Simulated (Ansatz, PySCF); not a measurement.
Complex: CH4 (SMILES C) (first 5 atoms) with CH2F2 (SMILES FCF); geometry from B3LYP-D3(BJ)/def2-TZVP.
(charge 0, multiplicity 1):
```xyz
10

C     -0.0252    -0.0346    -0.2443
H      0.3067     0.8572     0.2855
H     -1.1074    -0.0054    -0.3718
H      0.4489    -0.0718    -1.2240
H      0.2541    -0.9184     0.3275
F      0.3019     1.1406     3.1566
C     -0.5111     0.0567     3.2986
F      0.2490    -1.0697     3.2019
H     -1.2392     0.0575     2.4869
H     -0.9639     0.0879     4.2910
```

Counterpoise-corrected where a basis set is named; no monomer relaxation. Rows marked so take none.

Rows in 6-31G* carry no dispersion term and start afresh at each structure (6-31G* with six Cartesian d functions).

Run with Ansatz (an electronic-structure program) with Gaussian orbitals; PySCF for 6-31G* rows, the dispersion terms. Values without a source in brackets are computed.

Problem. One of these levels gives -1.11 kcal/mol for the interaction energy. Name it.
A. PBE-D3(BJ)/def2-TZVPPD
B. BP86/6-31G* (no counterpoise)
C. HF/6-31G*

Solution. A, PBE-D3(BJ)/def2-TZVPPD. The others give 0.43 (HF/6-31G*), -0.44 (BP86/6-31G* (no counterpoise))
